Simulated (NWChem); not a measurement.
System: CH4F3NSi; SMILES N([Si](F)(F)F)C

```xyz
10

C     -0.0300     2.3804     0.0772
N      0.6919     1.1256     0.1152
Si     0.0185    -0.4090    -0.0068
F     -0.6718    -0.9887     1.3212
F      1.1634    -1.4572    -0.3985
F     -1.1460    -0.4208    -1.1075
H     -0.1633     2.8331     1.0753
H     -1.0293     2.2210    -0.3535
H      0.4800     3.1132    -0.5683
H      1.6785     1.1974     0.3355
```
Atoms are numbered in this order, from 1.

Computed with NWChem. Medium grid unless said otherwise, to which SCAN and Minnesota functionals are sensitive. Structure relaxed at the PBE0/def2-SVP level. Hybrids' shares of exact exchange are those that their runs print; pure functionals count as 0. The functionals differ in more than this share.

```csv
row,share of exact exchange,orbital gap (eV)
PBE/def2-SVP,0.00,6.26
r2SCAN/def2-SVP,0.00,7.26
B3LYP/def2-SVP,0.20,8.12
PBE0/def2-SVP,0.25,8.77
PW6B95/def2-SVP,0.28,8.84
Hartree-Fock/def2-SVP,1.00,withheld
```

Problem. Fit a straight line of the last column on the one before it, predict the withheld value, and compare with the run.

Solution. 
1. Means of the 5 shown rows: x = 0.146, y = 7.850. Slope Σ(x − x̄)(y − ȳ)/Σ(x − x̄)² = 0.5612/0.07432 = 7.551; intercept 6.748.
2. The shown rows scatter about the line by 0.328 (root mean square); the largest residual is +0.51, at r2SCAN/def2-SVP.
3. At x = 1.00 (Hartree-Fock/def2-SVP; beyond the shown range) the line gives 14.30.
4. The run gives 15.68, +1.38 from the line, 4.2 times the scatter.
